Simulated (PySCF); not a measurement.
Co: excitation energy

Co [Ar] 3d7 4s2 (4F) → Co [Ar] 3d7 4s1 4p1 (high-spin determinant), as a difference of total energies. Computed with PySCF 2.14 in aug-cc-pVDZ, with the non-relativistic Hamiltonian (point nucleus). Correlated levels: valence: [Ar] frozen. The calculations carry no spin-orbit coupling.

```csv
method,excitation energy (eV)
UHF,1.710
MP2 (valence),2.620
SCS-MP2 (valence),2.849
CCSD (valence),2.744
CCSD(T) (valence),2.815
```

**Question.** How much does correlation contribute at CCSD(T) (valence)?

**Answer.** 2.815 − (1.710) = 1.105 eV, measured against UHF.

The determinant of the upper state mixes LS terms, which raises its energy above the lowest term, most at the Hartree-Fock and MP2 levels.
